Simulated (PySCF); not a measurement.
**Atomic charges by several schemes**

Compound: C3H9BO.
Structure used (PBE0-D3(BJ)/def2-SVP), in Å, numbered top down from 1:
```xyz
14
C3H9BO angstrom
B     -2.5162   -0.7081    0.8907
O     -1.5751    0.2296    1.0554
C     -0.4847    0.3950    0.1723
C      0.8190    0.0459    0.8600
C      2.0294    0.3041   -0.0221
H     -3.3910   -0.7646    1.7231
H     -2.4708   -1.4583   -0.0655
H     -0.4746    1.4509   -0.1472
H     -0.6306   -0.2281   -0.7292
H      0.8867    0.6297    1.7928
H      0.7846   -1.0152    1.1607
H      2.0043   -0.3133   -0.9342
H      2.0808    1.3586   -0.3376
H      2.9641    0.0721    0.5086
```

Density: PBE0/pcSseg-1 (PySCF); schemes: Mulliken, IAO, Hirshfeld and ESP-fitted. The structure is a single PBE0-D3(BJ)/def2-SVP conformer in the gas phase; no vibrational or solvent corrections.

**Question.** What partial charge does each atom carry?

**Answer.** In e; atoms taken as equivalent share a row and are averaged (×n: the atom named and its like, n in all):

```json
{"atom": "B1", "environment": "three-coordinate boron", "Mulliken": "+0.264", "IAO": "+0.130", "Hirshfeld": "+0.157", "ESP-fitted": "+0.410"}
{"atom": "O2", "environment": "boron-bound oxygen", "Mulliken": "-0.466", "IAO": "-0.347", "Hirshfeld": "-0.146", "ESP-fitted": "-0.444"}
{"atom": "C3", "environment": "sp3 carbon bound to oxygen", "Mulliken": "+0.082", "IAO": "-0.039", "Hirshfeld": "+0.018", "ESP-fitted": "+0.239"}
{"atom": "C4", "environment": "chain CH2 carbon", "Mulliken": "-0.299", "IAO": "-0.253", "Hirshfeld": "-0.070", "ESP-fitted": "+0.067"}
{"atom": "C5", "environment": "methyl carbon", "Mulliken": "-0.302", "IAO": "-0.412", "Hirshfeld": "-0.110", "ESP-fitted": "-0.402"}
{"atom": "H6/H7", "environment": "B–H hydrogen", "Mulliken": "-0.059", "IAO": "-0.016", "Hirshfeld": "-0.068", "ESP-fitted": "-0.137"}
{"atom": "H8/H9", "environment": "methylene hydrogen", "Mulliken": "+0.113", "IAO": "+0.131", "Hirshfeld": "+0.041", "ESP-fitted": "+0.023"}
{"atom": "H10/H11", "environment": "methylene hydrogen", "Mulliken": "+0.128", "IAO": "+0.138", "Hirshfeld": "+0.040", "ESP-fitted": "+0.026"}
{"atom": "H12/H13/H14", "environment": "methyl hydrogen", "Mulliken": "+0.119", "IAO": "+0.139", "Hirshfeld": "+0.042", "ESP-fitted": "+0.102"}
```

Mean size of the charges over all atoms: Mulliken 0.169 e, ESP-fitted 0.160 e, IAO 0.155 e, Hirshfeld 0.066 e. Each set sums to the total charge, 0, to within 0.001 e. The IAO scheme projects the occupied orbitals on a minimal set of polarised atomic orbitals and counts the electrons in each atom's part of it. The Mulliken scheme gives each basis function's population to the atom it is centred on and halves the overlap population of two atoms between them.

Some averages cover members that differ in this geometry: H6/H7, Mulliken -0.083 to -0.036; H8/H9, ESP-fitted +0.008 to +0.038; H6/H7, IAO -0.031 to -0.002 e.

Lowest charge. The schemes don't all agree: Mulliken O2 (-0.466); IAO C5 (-0.412); Hirshfeld O2 (-0.146); ESP-fitted O2 (-0.444).

Highest charge. The schemes don't all agree: Mulliken B1 (+0.264); IAO H12/H13/H14 (+0.139); Hirshfeld B1 (+0.157); ESP-fitted B1 (+0.410).

**Question.** How closely do the schemes follow one another over all atoms?

**Answer.** Correlation coefficient and root-mean-square difference: Mulliken with IAO 0.94, 0.069 e; Mulliken with Hirshfeld 0.94, 0.134 e; Hirshfeld with ESP-fitted 0.88, 0.153 e; IAO with Hirshfeld 0.85, 0.130 e; Mulliken with ESP-fitted 0.81, 0.131 e; IAO with ESP-fitted 0.71, 0.158 e.

**Question.** How many electrons does the Hirshfeld scheme count on O2?

**Answer.** Z − q = 8 − (-0.146) = 8.146.
